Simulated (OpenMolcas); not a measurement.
What dynamic correlation does to the levels of Ir VIII

```
Program             : OpenMolcas 26.06
Basis               : ANO-RCC-VTZP [8s7p5d3f1g]
Scalar Hamiltonian  : DKH2, point nucleus
Active space        : 8 electrons in 8 orbitals (RAS1 5p, at most 2 holes; RAS2 5d)
State averaging     : 2S+1 = 3 even, 10 roots; 2S+1 = 1 even, 15 roots
Spin-orbit coupling : state interaction with AMFI integrals over the reference wave functions, term energies averaged over their components
```

Methods on the same reference wave functions:
A. RASSCF
B. SS-RASPT2, IPEA 0.25 Eh, imaginary shift 0.1 Eh (closed shells correlated: 5s)

Energies in cm⁻¹ above 5d² ³F₂, the measured ground level; measured values from van het Hof, Joshi, Wyart and Sugar, J. Res. Natl. Inst. Stand. Technol. 100, 687 (1995).

```
         Level      A      B  Measured
       5d² ³F₂    0.0    0.0       0.0
       5d² ³F₃  13357  13590     12672
       5d² ³P₀  18962  17910     17254
       5d² ³F₄  23272  22950     21615
       5d² ³P₁  27615  26650     25221
       5d² ¹G₄  40148  38190     36253
5d² ³P₂ [55 %]  42095  40950          
       5d² ¹S₀  68604  66980     65022
```

Deviations, from unrounded energies. A percentage is the sum of absolute deviations over the sum of measured energies, with the sign that they share, or ± where signs differ.

```tsv
Against measurement	Levels	A	B
mean absolute deviation (cm-1)	6	2300	1400
fine structure of the ground term (%)	2	+6.8	+6.6
other terms of the ground configuration (%)	4	+8.1	+4.2
```

B lies closest to measurement on these levels. The largest miss of B in the table is 5d² ¹S₀, by +2000 cm-1. The ranking rests on the paired levels alone, and a cruder setting can come out closer through cancelling errors.

From A to B the spin-free energies of the other terms of 5d² shown, above ³F, scale by factors of 0.87 to 0.96, as is usual when dynamic correlation screens the repulsion within a d or f shell.

The lowest spin-free term lies below A's lowest term by 0.153 hartree in B.

CASPT2 does not keep the components of a term degenerate, so their means are used; among the terms shown or strongly mixed into the levels shown the widest spread is 310 cm-1 (5d² ¹G, B). Active for correlation alone: 5p; no level in the range computed is led by a configuration that opens it, so any true level of that kind is missing. Without dynamic correlation excited terms often stand tens of per cent too high (terms of higher spin than the ground term too low), and those without a measured partner can miss by more than the paired ones (holds for A). Measured partners are found by configuration, term and J. A level has none where our copy of the source lacks it or the pairing is in doubt (some pairs that miss far off the trend of their configuration count as doubtful), and it then counts in no deviation. Levels of configurations outside the active space are missing. The table leaves out levels that lie high or whose names do not pair safely across all columns.

A share in square brackets marks a mixed level and gives the weight of the term that names it, the lowest over the columns.
